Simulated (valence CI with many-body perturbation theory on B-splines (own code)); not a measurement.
**Hyperfine factors and g values of Au64+**

Calculated by valence CI with perturbative core correlation (CI+MBPT): five valence electrons over a frozen Dirac-Fock core [Ne], radial functions for each j: 9 s, 9 p, 8 d, 6 f, 3 g, 1 h, with the one-electron correlation potential Σ1, the two-electron term Σ2, the three-electron term Σ3, Breit, model QED; selected CI, second order for the rest (own B-spline code, finite nucleus).

No measured spectrum was set against this ion. As an estimate, large intervals hold to a few tenths of a per cent, small ones and those within an open d or f shell to about a per cent. Among the levels kept, up to 640 cm⁻¹ of a level comes from second order outside the variational space, and about a tenth of that is noise between levels of different J, which matters for small intervals.

A/g_I is the dipole constant over the nuclear g factor μ/I (μ in nuclear magnetons, uniformly magnetised nucleus), B/Q the quadrupole constant per barn. Both hold the static response of the core; the bare values leave it out. Large factors of s and p1/2 electrons are usually good to 5 to 10 %; those of open d and f shells near neutrality can be off by tens of per cent, and small factors of p3/2, d and f electrons come from cancelling terms and can be off by a factor of two or in sign, in half-filled shells by more. B is blank for J = 1/2, where it vanishes, and for nearly pure S terms. Energies count from the lowest level.

Levels are named by their leading jj configuration (3d3/2^4 stands for four electrons in 3d with j = 3/2), which in mixed levels can hold well under half, so a name can repeat and another be missing. Letters in brackets count levels of one name in rising energy.

```csv
Level,E (× 10³ cm⁻¹),g,A/g_I (MHz),A/g_I bare,B/Q (MHz/b),B/Q bare
(3s^2 3p1/2^2 3p3/2) J=3/2,0.00,1.334,263000,262000,526000,519000
(3s^2 3p1/2^2 3d3/2) J=3/2,2015.5,0.777,142000,146000,90300,93000
(3s^2 3p1/2^2 3d5/2) J=5/2,3023.2,1.191,58500,62000,81500,84300
(3s^2 3p1/2 3p3/2^2) J=3/2,3806.2,1.452,-198000,-191000,32000,31600
(3s^2 3p1/2 3p3/2^2) J=5/2,3907.9,1.184,735000,726000,-1210,-1190
(3s^2 3p1/2 3p3/2^2) J=1/2,4043.3,0.644,2600000,2560000,,
(3s 3p1/2^2 3p3/2^2) J=5/2,5371.0,1.452,1670000,1640000,89400,88200
(3s 3p1/2^2 3p3/2^2) J=3/2,5623.2,1.142,-895000,-871000,-43800,-43100
(3s 3p1/2^2 3p3/2^2) J=1/2,5648.3,2.009,6800000,6670000,,
(3s^2 3p1/2 3p3/2 3d3/2) J=5/2 [a],5796.5,0.955,549000,544000,-49100,-46800
(3s^2 3p1/2 3p3/2 3d3/2) J=1/2 [a],5827.0,0.224,955000,945000,,
(3s^2 3p1/2 3p3/2 3d3/2) J=3/2 [a],5831.5,0.901,553000,548000,-315000,-311000
(3s^2 3p1/2 3p3/2 3d3/2) J=7/2,5903.6,1.013,545000,540000,592000,588000
(3s^2 3p1/2 3p3/2 3d3/2) J=5/2 [b],6167.4,1.147,54100,58500,553000,548000
(3s^2 3p1/2 3p3/2 3d3/2) J=1/2 [b],6263.6,1.658,1860000,1830000,,
(3s^2 3p1/2 3p3/2 3d3/2) J=3/2 [b],6275.2,1.209,-161000,-152000,24700,22900
(3s^2 3p1/2 3p3/2 3d5/2) J=7/2 [a],6687.2,1.300,-138000,-131000,581000,578000
(3s^2 3p1/2 3p3/2 3d5/2) J=9/2,6799.4,1.176,408000,405000,596000,593000
(3s^2 3p1/2 3p3/2 3d5/2) J=3/2 [a],6802.4,1.323,-422000,-409000,-199000,-196000
(3s^2 3p1/2 3p3/2 3d5/2) J=5/2 [a],6832.3,1.110,527000,522000,-382000,-376000
(3s^2 3p1/2 3p3/2 3d5/2) J=5/2 [b],6998.1,1.280,-129000,-123000,12700,14200
(3s^2 3p1/2 3p3/2 3d5/2) J=7/2 [b],7015.9,1.125,472000,467000,-18700,-16000
(3s^2 3p1/2 3p3/2 3d5/2) J=3/2 [b],7092.1,0.932,786000,776000,52300,52600
(3s^2 3p1/2 3p3/2 3d5/2) J=1/2,7124.4,1.221,-810000,-790000,,
(3s 3p1/2^2 3p3/2 3d3/2) J=5/2 [a],7352.1,1.248,1330000,1310000,164000,161000
(3s 3p1/2^2 3p3/2 3d3/2) J=3/2 [a],7370.1,1.238,658000,651000,11200,9200
(3s 3p1/2^2 3p3/2 3d3/2) J=1/2 [a],7391.6,2.330,3990000,3920000,,
(3s 3p1/2^2 3p3/2 3d3/2) J=7/2,7448.3,1.229,1250000,1230000,576000,572000
(3s 3p1/2^2 3p3/2 3d3/2) J=3/2 [b],7604.1,1.006,700000,692000,-271000,-267000
(3s 3p1/2^2 3p3/2 3d3/2) J=5/2 [b],7692.2,0.864,-274000,-263000,289000,288000
(3s 3p1/2^2 3p3/2 3d3/2) J=1/2 [b],7735.8,0.551,1340000,1320000,,
(3s^2 3p3/2^3) J=3/2,7867.9,1.304,277000,276000,-554000,-547000
(3s^2 3p1/2 3d3/2^2) J=5/2,7944.5,0.795,387000,385000,129000,128000
(3s 3p1/2^2 3p3/2 3d5/2) J=9/2,8244.0,1.337,975000,962000,592000,588000
(3s^2 3p1/2 3d3/2^2) J=1/2,8316.0,0.633,2580000,2530000,,
(3s^2 3p1/2 3d3/2^2) J=3/2,8344.3,0.807,-386000,-372000,-45800,-45000
(3s 3p1/2^2 3p3/2 3d5/2) J=5/2 [a],8394.2,1.367,1450000,1430000,-286000,-282000
(3s 3p1/2^2 3p3/2 3d5/2) J=7/2 [a],8456.4,1.263,656000,648000,275000,274000
(3s 3p1/2^2 3p3/2 3d5/2) J=3/2 [a],8491.4,1.103,-804000,-782000,-278000,-275000
(3s 3p1/2^2 3p3/2 3d5/2) J=7/2 [b],8602.6,1.175,-152000,-143000,292000,292000
```

Problem. Take the isotope of mass number 197, with I = 3/2, μ = 0.1452 μN and Q = 0.547 b. What is the hyperfine structure of (3s^2 3p1/2^2 3d3/2) J=3/2?

Solution. From the table A = 13800 MHz, B = 49400 MHz. Shifts from the centre of gravity in MHz: F = 0: 10000, F = 1: -25600, F = 2: -47400, F = 3: 43400.
